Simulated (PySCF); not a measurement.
CH₂NO, SMILES N[C]=O, multiplicity 2.

Coordinates come from a TPSSh-D3(BJ)/def2-TZVP optimisation. The isomer is the one that the SMILES or the coordinates give; other isomers of the formula were not compared. The values are those of a single conformer.

The numbers are results of TPSSh-D3(BJ)/def2-TZVP run with PySCF, not measurements.

Harmonic, unscaled wavenumbers; measured fundamentals usually lie a few per cent lower.

| mode | ν (cm⁻¹) | IR (km/mol) | moving atoms (share of kinetic energy) |
|---|---|---|---|
| 1 | 268 | 211.2 | H 78 %, N 21 % |
| 2 | 524 | 5.2 | O 30 %, C 29 %, H 28 %, N 13 % |
| 3 | 634 | 0.3 | H 67 %, C 24 % |
| 4 | 1092 | 0.6 | H 53 %, N 30 %, O 15 % |
| 5 | 1229 | 48.4 | C 47 %, N 28 %, H 21 % |
| 6 | 1612 | 51.8 | H 87 %, N 13 % |
| 7 | 1842 | 318.4 | C 63 %, O 34 % |
| 8 | 3466 | 2.2 | H 95 % |
| 9 | 3685 | 64.7 | H 92 %, N 8 % |
